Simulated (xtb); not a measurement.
C$_{6}$H$_{13}$, doublet, geometry from GFN2-xTB; GFN2-xTB (xtb).

xtb was given this input:
```
$ xtb mol.xyz --gfn 2 --uhf 1 --etemp 3000 --json

# file mol.xyz
19

C     -2.75616312    -0.20561197     0.21276207
C     -1.78454608     0.34115459    -0.75813841
C     -0.36833833    -0.07787926    -0.76501162
C      0.47699560     0.72934297     0.24942291
C      1.96728692     0.39989938     0.18541199
C      2.29100802    -1.01760492     0.64259801
H     -2.43036344    -1.17449609     0.58708687
H     -3.74337372    -0.31406975    -0.24055654
H     -2.88342474     0.46072730     1.07634029
H     -2.06746123     1.21659395    -1.31898910
H      0.06525893     0.07423610    -1.75750878
H     -0.29501304    -1.13731544    -0.50994433
H      0.10161226     0.53347479     1.25569411
H      0.33847710     1.79290047     0.04232314
H      2.32530831     0.54255798    -0.83693164
H      2.50353754     1.10698358     0.82389160
H      1.85952607    -1.75394638    -0.03040284
H      1.90061025    -1.19301961     1.64295739
H      3.36784771    -1.17043147     0.66376993
```

Task: Predict the main parts of the log of this xtb run.

Result: 
```
   ID    Z sym.   atoms
    1    6 C      1-6
    2    1 H      7-19

           -------------------------------------------------
          |                Calculation Setup                |
           -------------------------------------------------

           -------------------------------------------------
          |                 G F N 2 - x T B                 |
           -------------------------------------------------

          ...................................................
          :                      SETUP                      :
          :.................................................:
          :  # basis functions                  37          :
          :  # atomic orbitals                  37          :
          :  # shells                           25          :
          :  # electrons                        37          :
          :  max. iterations                   250          :
          :  Hamiltonian                  GFN2-xTB          :
          :  restarted?                      false          :
          :  GBSA solvation                  false          :
          :  PC potential                    false          :
          :  electronic temp.         3000.0000000     K    :
          :  accuracy                    1.0000000          :
          :  -> integral cutoff          0.2500000E+02      :
          :  -> integral neglect         0.1000000E-07      :
          :  -> SCF convergence          0.1000000E-05 Eh   :
          :  -> wf. convergence          0.1000000E-03 e    :
          :  Broyden damping             0.4000000          :
          :  net charge                          0          :
          :  unpaired electrons                  1          :
          ...................................................

 iter      E             dE          RMSdq      gap      omega  full diag
   1    -19.6506925 -0.196507E+02  0.257E+00   10.28       0.0  T
   2    -19.6962743 -0.455818E-01  0.135E+00   10.21       1.0  T
   3    -19.6970255 -0.751127E-03  0.677E-01   10.36       1.0  T
   4    -19.6971531 -0.127679E-03  0.943E-02   10.30       1.0  T
   5    -19.6971802 -0.270176E-04  0.514E-02   10.34       1.0  T
   6    -19.6971812 -0.107846E-05  0.484E-03   10.33       4.7  T
   7    -19.6971813 -0.668796E-07  0.167E-03   10.33      13.7  T
   8    -19.6971813 -0.498802E-08  0.485E-04   10.33      47.3  T
   9    -19.6971813 -0.717407E-09  0.158E-04   10.33     144.9  T

[...]
         :: total energy             -19.400860485396 Eh    ::
[...]

 ---------------------------------------------------------------------------
     #   Z sym  total        # sym  WBO       # sym  WBO       # sym  WBO
 ---------------------------------------------------------------------------
     1   6 C    3.997 --     2 C    1.086     7 H    0.982     8 H    0.967
                             9 H    0.943
     2   6 C    3.295 --     1 C    1.086     3 C    1.077    10 H    0.976
     3   6 C    3.997 --     2 C    1.077    11 H    0.967    12 H    0.966
                             4 C    0.954
     4   6 C    3.992 --     5 C    1.006    14 H    0.979    13 H    0.978
                             3 C    0.954
     5   6 C    3.997 --     6 C    1.020     4 C    1.006    15 H    0.978
                            16 H    0.976
     6   6 C    3.997 --     5 C    1.020    18 H    0.988    19 H    0.987
                            17 H    0.986
     7   1 H    0.998 --     1 C    0.982
     8   1 H    0.998 --     1 C    0.967
     9   1 H    0.995 --     1 C    0.943
    10   1 H    1.000 --     2 C    0.976
    11   1 H    0.999 --     3 C    0.967
    12   1 H    0.998 --     3 C    0.966
    13   1 H    0.999 --     4 C    0.978
    14   1 H    0.999 --     4 C    0.979
    15   1 H    0.999 --     5 C    0.978
    16   1 H    0.999 --     5 C    0.976
    17   1 H    0.999 --     6 C    0.986
    18   1 H    0.999 --     6 C    0.988
    19   1 H    0.999 --     6 C    0.987
 ---------------------------------------------------------------------------

Topologies differ in total number of bonds
Writing topology from bond orders to xtbtopo.mol

molecular dipole:
                 x           y           z       tot (Debye)
 q only:        0.067      -0.073       0.121
   full:        0.072      -0.029       0.182       0.502
molecular quadrupole (traceless):
                xx          xy          yy          xz          yz          zz
 q only:        0.539       0.317      -0.135      -0.853       0.051      -0.404
  q+dip:        0.166       0.062      -0.041      -1.550      -0.512      -0.125
   full:        0.372       0.124      -0.045      -1.340      -0.206      -0.327

           -------------------------------------------------
          | TOTAL ENERGY              -19.400860485396 Eh   |
          | GRADIENT NORM               0.000110428093 Eh/α |
          | HOMO-LUMO GAP              10.331380334401 eV   |
           -------------------------------------------------

normal termination of xtb
```
